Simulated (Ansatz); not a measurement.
`S[SiH]1CO1` and `[AsH2][SiH]1CO1` differ in one atom or group.

Ansatz, PBE0-D4/def2-TZVP geometries, multiplicity 1. Each molecule was computed in one conformer, which needn't be the lowest.

Scalar relativity is left out up to krypton.

```json
{"property": "HOMO–LUMO gap (B3LYP/def2-TZVPP) / eV", "`S[SiH]1CO1`": "6.86"}
{"property": "LUMO energy (PBE/def2-TZVPP) / eV", "`S[SiH]1CO1`": "-1.02"}
{"property": "HOMO energy (ωB97M-V/def2-TZVPP) / eV", "`S[SiH]1CO1`": "-9.69"}
{"property": "HOMO–LUMO gap (ωB97M-V/def2-TZVPP) / eV", "`S[SiH]1CO1`": "11.28"}
{"property": "size of the dipole moment (ωB97M-V/def2-TZVPP) / D", "`S[SiH]1CO1`": "2.01"}
{"property": "LUMO energy (ωB97M-V/def2-TZVPP) / eV", "`S[SiH]1CO1`": "1.60"}
```

**Question.** Give the same properties after the change, and the shifts. (Best estimate.)

**Answer.** Ansatz gave: 
| property | `[AsH2][SiH]1CO1` | shift |
| --- | --- | --- |
| HOMO–LUMO gap (B3LYP/def2-TZVPP) / eV | 6.51 | -0.35 |
| LUMO energy (PBE/def2-TZVPP) / eV | -1.44 | -0.42 |
| HOMO energy (ωB97M-V/def2-TZVPP) / eV | -9.71 | -0.02 |
| HOMO–LUMO gap (ωB97M-V/def2-TZVPP) / eV | 10.92 | -0.36 |
| size of the dipole moment (ωB97M-V/def2-TZVPP) / D | 1.99 | -0.02 |
| LUMO energy (ωB97M-V/def2-TZVPP) / eV | 1.21 | -0.39 |

With PBE0 the HOMO falls by 0.07 eV and the LUMO falls by 0.44 eV, so the gap narrows by about 0.37 eV. PBE moves the HOMO by -0.11 eV and ωB97M-V by -0.02 eV. Dipoles are sizes alone; their direction can turn.

B3LYP here is the variant with VWN-RPA as its local correlation; programs differ in this.
